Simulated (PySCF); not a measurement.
Ta(NH)(OH)2(NH2) (H5N2O2Ta), SMILES [NH]=[Ta]([NH2])([OH])[OH], multiplicity 1. The structure is a stationary point at PBE-D3(BJ)/def2-SVP. The multiplicity is an assumed one; no other spin state was optimised. The structure was generated by enumeration; whether it is a known compound was not checked. The def2 effective core potentials stand for the cores of Ta; spin–orbit coupling is left out. The values are those of a single conformer.

Computed equilibrium geometry at PBE-D3(BJ)/def2-SVP (PySCF confirms it by a frequency run) as bond lengths and angles, and its point group (one conformer of several):
point group Cs.
Atoms: Ta1 N2 H3 O4 H5 O6 H7 N8 H9 H10. Bonds (Å): Ta1–N2 1.787, Ta1–O4 1.935, Ta1–O6 1.935, Ta1–N8 1.997, N2–H3 1.020, O4–H5 0.970, O6–H7 0.970, N8–H9 1.027, N8–H10 1.023. Angles (°): N2–Ta1–O4 112.2, N2–Ta1–O6 112.2, N2–Ta1–N8 103.8, O4–Ta1–O6 108.5, O4–Ta1–N8 110.1, O6–Ta1–N8 110.1, Ta1–N2–H3 174.9, Ta1–O4–H5 132.5, Ta1–O6–H7 132.5, Ta1–N8–H9 123.1, Ta1–N8–H10 127.3, H9–N8–H10 109.6.
